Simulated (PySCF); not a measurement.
Species: C5H7PS.
SMILES with atom numbers: `[CH3:1][C:2]1=[CH:3][CH:4]=[CH:5][P@H:6]1=[S:7]`

Structure used (GFN2-xTB), in Å, numbered top down from 1:
```
atom  x, y, z in Å
C1     2.0262   -0.0788   -0.4297
C2     0.5631   -0.1526   -0.1893
C3    -0.2642   -1.2025   -0.3181
C4    -1.6523   -0.9467    0.0205
C5    -1.9303    0.3045    0.4152
P6    -0.3957    1.2611    0.4574
S7     0.1825    2.0772    2.1103
H8     2.5022    0.4660    0.3866
H9     2.2332    0.4641   -1.3533
H10    2.4622   -1.0728   -0.5056
H11    0.0526   -2.1814   -0.6425
H12   -2.3867   -1.7341   -0.0492
H13   -2.8900    0.6796    0.7253
H14   -0.5035    2.1160   -0.6498
```

NICS is the negative of the GIAO shielding at a point without a nucleus: at the ring centre (0) and 1 Å above and below it (1); zz is the component along the ring normal. Level: GIAO PBE0/pcSseg-1 (PySCF, non-relativistic, gas phase) on the GFN2-xTB geometry, one conformer.

Ring bond lengths (Å), with Mayer bond orders in brackets: C2–C3 1.343 (1.75), C3–C4 1.452 (1.09), C4–C5 1.341 (1.78), C5–P6 1.809 (0.87), P6–C2 1.827 (0.83).

**Question.** What do the NICS probes read (ppm)?

**Answer.** 
| ring | type | NICS(0) | NICS(1), two faces | NICS(1)zz, two faces | rms pucker (Å) | centre to ring atoms, mean (Å) |
| --- | --- | --- | --- | --- | --- | --- |
| C2–C3–C4–C5–P6 | 5-membered ring with P; formal bonds 2 double, 3 single | -0.3 | -3.0 / -3.1 | -0.7 / -0.7 | 0.02 | 1.32 |

**Question.** What do they say, and how far can they be read as aromaticity?

**Answer.** 
- C2–C3–C4–C5–P6: mean NICS(1)zz -0.7 ppm, near zero. P6 has four or more neighbours; no verdict on aromaticity is drawn.

**Question.** Give the inner angles of the rings and the Hirshfeld charges of the ring atoms.

**Answer.** 
- C2–C3–C4–C5–P6: C2 108.4° (-0.029 e), C3 115.4° (-0.047 e), C4 115.6° (-0.030 e), C5 108.9° (-0.103 e), P6 91.6° (+0.303 e); sum 539.9° against 540° for a flat convex ring.

**Question.** What are the shieldings of the ring atoms and their hydrogens in the same run (means over atoms taken as equivalent)?

**Answer.** 
```json
{"atoms": "C2", "environment": "fully substituted alkene carbon", "σ isotropic (ppm)": "31.5"}
{"atoms": "C3", "environment": "alkene CH carbon", "σ isotropic (ppm)": "46.5"}
{"atoms": "C4", "environment": "alkene CH carbon", "σ isotropic (ppm)": "37.9"}
{"atoms": "C5", "environment": "alkene CH carbon", "σ isotropic (ppm)": "50.2"}
{"atoms": "P6", "environment": "phosphorus bonded to 2 C, S and H", "σ isotropic (ppm)": "314.2"}
{"atoms": "H11", "environment": "vinylic hydrogen", "σ isotropic (ppm)": "25.11"}
{"atoms": "H12", "environment": "vinylic hydrogen", "σ isotropic (ppm)": "24.76"}
{"atoms": "H13", "environment": "vinylic hydrogen", "σ isotropic (ppm)": "25.44"}
{"atoms": "H14", "environment": "P–H hydrogen", "σ isotropic (ppm)": "24.41"}
```

The run took 26 s on one thread, Arm Neoverse V1 (aarch64), no GPU, shared host, and the process peaked at 0.78 GiB of memory. This is the whole shielding run at PBE0/pcSseg-1, SCF included.
